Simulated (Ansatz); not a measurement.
Calculated with Ansatz (gas phase, PBE0-D4/def2-TZVP geometries, no zero-point term in ΔE). CCSD(T)/CBS adds triple-zeta CCSD(T) − MP2 to the extrapolated MP2 energy (def2 sets, frozen cores). DFT in def2-TZVPP. B3LYP here is the variant with VWN-RPA as its local correlation; programs differ in this. HSE06 is defined as in plane-wave codes. Each species was taken in one conformer, which may not be the lowest.

Consider the formal exchange of groups at a C–Si bond: `C#C[SiH](F)CF` + `CCC` → `C#CC(C)C` + `FC[SiH2]F`.

```csv
level,ΔE (kcal/mol),difference from CCSD(T)/CBS
LDA (SPW92),10.6,-3.3
PBE-D4,12.9,-1.0
revPBE-D4,12.9,-1.0
BLYP-D4,13.8,-0.1
r2SCAN-D4,14.1,0.2
PBE0-D4,12.8,-1.1
B3LYP-D4,13.7,-0.2
r2SCANh-D4,13.9,0.0
r2SCAN0-D4,13.6,-0.3
BHLYP-D4,13.8,-0.1
CAM-B3LYP-D4,13.2,-0.7
ωB97X-V,12.9,-1.0
ωB97M-V,13.5,-0.4
B2PLYP,14.1,0.2
PBE-QIDH,13.1,-0.8
revPBE,13.9,0.0
BLYP,14.4,0.5
r2SCAN,14.2,0.3
PBE0,13.0,-0.9
B3LYP,14.1,0.2
r2SCANh,14.0,0.1
r2SCAN0,13.7,-0.2
HSE06,13.0,-0.9
BHLYP,13.9,0.0
CAM-B3LYP,13.3,-0.6
LC-ωPBE,12.6,-1.3
RPA@PBE/def2-TZVPP,13.7,-0.2
MP2/def2-SVP,12.1,-1.8
CCSD/def2-SVP,12.2,-1.7
CCSD(T)/def2-SVP,12.1,-1.8
HF/def2-TZVPP,14.0,0.1
MP2/def2-TZVPP,13.4,-0.5
SCS-MP2/def2-TZVPP,13.7,-0.2
CCSD/def2-TZVPP,13.8,-0.1
CCSD(T)/def2-TZVPP,13.8,-0.1
MP2/def2-QZVPP,13.5,-0.4
SCS-MP2/def2-QZVPP,13.7,-0.2
HF/CBS(def2),13.9,0.0
MP2/CBS(def2),13.5,-0.4
CCSD/CBS(def2),13.9,0.0
CCSD(T)/CBS,13.9,0
```

Largest T1 diagnostic among the species: 0.012.

Leaving LDA and LC-ωPBE aside and taking each functional with its dispersion term where it has one, the values, not all of them listed here, spread over 1.8 kcal/mol, from PBE0-D4 to B97M-V. LDA lies −2.5 kcal/mol from PBE without D4. At CCSD(T), def2-SVP lies −1.8 kcal/mol from the extrapolated value and def2-TZVPP −0.1 kcal/mol.
